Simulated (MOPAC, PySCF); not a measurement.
C$_{2}$H$_{4}$O, SMILES `C[C]O` (C–C–O–H torsion 180°), neutral singlet in the gas phase. 

Cartesian coordinates (Å):
SMILES: [C](C)O
```xyz
7

C     -0.7808     0.1928     0.0218
C      0.4235    -0.6189     0.3517
O      1.4606    -0.0693    -0.2470
H     -0.6019     1.0575    -0.6269
H     -1.2318     0.5105     0.9674
H     -1.5166    -0.4798    -0.4309
H      2.2470    -0.5928    -0.0360
```
Charge 0, multiplicity 1.

All levels are single points at this geometry (B3LYP-D3(BJ)/def2-TZVP); Pople sets use spherical d functions. Orbital energies aren't observables, and empty levels follow the basis.

```csv
level,HOMO (eV),LUMO (eV),gap (eV),dipole (D),"vertical IE, Delta-SCF (eV)"
B3LYP-D3(BJ)/def2-TZVP in PySCF,-5.88,-1.18,4.69,1.07,–
B3LYP/3-21G in PySCF,-4.96,-0.46,4.49,1.03,–
PBE/6-31G* in PySCF,-3.92,-1.54,2.37,1.09,8.14
SVWN5/6-31G* in PySCF,-3.92,-1.73,2.20,1.08,8.27
HF/STO-3G in PySCF,-7.03,7.96,14.99,0.78,–
PM3 in MOPAC,-9.28,0.27,9.55,1.01,–
```
